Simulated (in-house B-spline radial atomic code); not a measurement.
## The zinc ion Zn³⁺: [Ar] 3d9

All numbers are computed (Dirac-Kohn-Sham PBE0, spherical fractional occupations; Fermi nucleus of rms radius 3.9283 fm) with a radial B-spline atomic code at the basis-set limit, not measured.

Screening seen three ways: the hydrogenic charge with the same mean radius, Z_r = [3n² - l(l+1)]/(2<r>), the one with the same energy, Z_e = n√(-2ε), and Slater's rules. Values are occupation-weighted means over j.

```tsv
shell	electrons	ε (eV)	<r> (bohr)	Z_r	Z_e	Slater
1s	2	-9619	0.0503	29.82	26.59	29.70
2s	2	-1220.2	0.2257	26.58	18.94	25.85
2p	6	-1062.4	0.1981	25.24	17.67	25.85
3s	2	-178.72	0.6771	19.94	10.87	18.75
3p	6	-131.08	0.7061	17.70	9.31	18.75
3d	9	-53.422	0.818	12.84	5.94	9.20
```

The least bound orbital is 3d5/2 at -53.26 eV, and it is also the most diffuse (<r> = 0.82 bohr).

Spin-orbit splittings of the orbital energies (j = l + 1/2 above j = l - 1/2 when positive): 2p 23.95 eV, 3p 3.166 eV, 3d 0.4047 eV.

For the 1s electron the small component carries 1.17 % of the norm, the zero-frequency Breit interaction raises the level by 13.18 eV, self-energy by 6.734 eV, and vacuum polarisation lowers it by 0.6242 eV.

Caution: exact exchange at fractional occupations of open shells leaves self-interaction of up to several eV.
